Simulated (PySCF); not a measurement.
Spectroscopy problems

Level of theory: spin–spin couplings from B3LYP/pcJ-1 (spin–dipole term left out of most H,H and C,H couplings), GIAO PBE0/pcSseg-1 shieldings, structure optimised with GFN2-xTB, in PySCF (non-relativistic Hamiltonian, one computed conformer, fast rotation and ring inversion assumed for equivalent nuclei, in vacuum).

Scale: $^{1}$H and $^{13}$C vs TMS (reference shieldings calculated alike). Multiplet labels drop J under 1 Hz and among equivalent protons, and merge close values. Unscaled 3J(H,H) run several per cent high. Splittings of carbon signals by F and P are missing where no couplings were computed. Where no couplings were computed, multiplicities follow the n + 1 count of equivalent neighbours, and m marks all less simple cases (inequivalent or close neighbours, rings, F or P nearby). Shifts are as computed. Against solution values, carbons near 30 ppm lie about +3 ppm off and those near 130 ppm about +5 ppm. Of 1211 compounds with measured shifts, 218 miss one by over three times the rms of a fit or turn the order of signals round; such compounds aren't used in these exercises.

Problem. C$_{7}$H$_{5}$F$_{2}$P. $^{1}$H NMR (600 MHz, computed): δ 8.50 (m, 1H), 7.92 (m, 1H), 7.67 (m, 1H), 7.41 (m, 1H), 7.37 (m, 1H). $^{13}$C{$^{1}$H} NMR (computed): δ 208.2 (CH), 172.8 (C), 142.7 (CH), 137.5 (CH), 128.9 (CH), 128.0 (C), 120.4 (CH). Give a structure.

Solution. `F/C=P\c1ccccc1F`. 7 carbon signals for 7 carbons: no two carbons are equivalent. Carbon types of the structure: 2 × C, 5 × CH, which accounts for all hydrogens. δC 172.8: aromatic carbon bearing fluorine; σ withdrawal by the attached heteroatom moves it downfield of the ring CH carbons. δC 142.7, 137.5, 128.9, 120.4: aromatic CH. δC 128.0: substituted aromatic carbon. δH 8.50: hydrogen on a carbon double-bonded to a heavier main-group atom.

The data come from this structure; uniqueness wasn't tested.

Problem. C$_{5}$H$_{9}$N. $^{1}$H NMR (300 MHz, computed): δ 7.93 (tt, J = 3.5, 2.8 Hz, 1H), 3.97 (m, 2H), 2.03 (m, 2H), 1.62 (m, 2H), 1.53 (m, 2H). $^{13}$C{$^{1}$H} NMR (computed): δ 165.4 (CH), 53.0 (CH2), 32.2 (CH2), 26.1 (CH2), 22.7 (CH2). What is it?

Solution. `C1=NCCCC1`. Rings plus π bonds: 2 (1 ring in the answer). 5 carbon signals for 5 carbons: no two carbons are equivalent. Carbon types of the structure: 1 × CH, 4 × CH2, which accounts for all hydrogens. δC 165.4: C=N carbon. δC 53.0: sp3 CH2 bonded to N; deshielded by the electronegative neighbour. δC 32.2, 26.1, 22.7: sp3 CH2 in a ring; a saturated carbon with 2 carbon neighbours and no heteroatom attached. δH 3.97: hydrogen on an sp3 CH2 bonded to N; its carbon carries N, hence the downfield position.

The shifts were computed for this structure.
